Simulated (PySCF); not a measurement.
**Radial density of Mo³⁺ (molybdenum, charge +3)**

PBE0, [Kr] 4d3, high-spin 4F determinant. Computed with PySCF 2.14 in def2-SVP with the def2 core potential (28 electrons) (5s3p2d1f, 31 functions), with a scalar-relativistic core potential. This is the valence pseudo-density: the core potential removes the inner electrons and smooths the orbitals near the nucleus.

```
r (bohr)  4πr²ρ (e/bohr)  4πr²(ρα − ρβ)
  0.0355       1.477e-05         0.0000
  0.0596       4.047e-05         0.0000
   0.100       0.0001071         0.0000
   0.169       0.0004636         0.0002
   0.284         0.01623         0.0040
   0.477          0.6726         0.0831
   0.803           7.533         0.9100
    1.35           8.507         2.1385
    2.27           1.348         0.8712
    3.82         0.03085         0.0304
    6.43       5.708e-05         0.0000
```

Energies and moments cover only the electrons outside the core potential.
